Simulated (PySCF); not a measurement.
Spin states of NaSb

Unrestricted PBE0; basis Na aug-cc-pVDZ, Sb aug-cc-pVDZ-PP with ECP28; scalar-relativistic core potentials; PySCF 2.14. Outer shells of the fragments: Na 3s1; Sb 4d10 5s2 5p3.

Followed along the bond (rough minima from three points):

```json
{"2Ms+1": "3", "unpaired": "π ↑↑", "⟨S²⟩ at the start": "2.02", "R at minimum (Å)": "2.94", "Te (eV)": "0.00"}
{"2Ms+1": "1", "unpaired": "π ↑↓", "⟨S²⟩ at the start": "1.01", "R at minimum (Å)": "2.93", "Te (eV)": "0.32"}
{"2Ms+1": "3", "unpaired": "σ ↑, π ↑", "⟨S²⟩ at the start": "2.00", "R at minimum (Å)": "2.85", "Te (eV)": "0.84"}
{"2Ms+1": "1", "unpaired": "σ ↓, π ↑", "⟨S²⟩ at the start": "1.01", "R at minimum (Å)": "2.88", "Te (eV)": "1.12"}
{"2Ms+1": "1", "unpaired": "none", "⟨S²⟩ at the start": "0.00", "R at minimum (Å)": "2.92", "Te (eV)": "1.21"}
```

Solutions found at the starting distance of 2.940 Å, counted from the lowest of them; the search is not exhaustive and high or unbound solutions are not listed, so other states can lie among these:

```tsv
2Ms+1	unpaired	term	E (eV)	⟨S²⟩	⟨Lz²⟩	μ (D)
3	π ↑↑	³Σ⁻	0.00	2.02	0.00	-6.81
1	π ↑↓	mixed	0.32	1.01	2.01	-7.06
3	σ ↑, π ↑	³Π	0.85	2.00	1.01	-8.55
1	σ ↓, π ↑	mixed	1.12	1.01	1.01	-8.37
1	none	mixed	1.21	0.00	2.00	-7.12
5	σ ↑↑, π ↑↑	⁵Σ⁻	1.72	6.00	0.00	3.42
3	σ ↑↑, π ↑↓	mixed	2.39	3.01	2.01	3.52
1	σ ↓↓, π ↑↑	mixed	2.41	2.01	0.00	3.67
3	σ ↑, π ↑	³Π	2.93	2.00	1.00	3.79
1	σ ↓, π ↑	mixed	2.95	1.00	1.00	3.97
```

A term symbol is given only where ⟨S²⟩ and ⟨Lz²⟩ are close to those of a pure state; real π, δ and φ orbitals otherwise mix terms. A positive dipole means Na(−)Sb(+).

Spin–orbit coupling is left out. Counting both spins, an empty level lies below a filled one in some of these solutions, because spin and occupation are held.
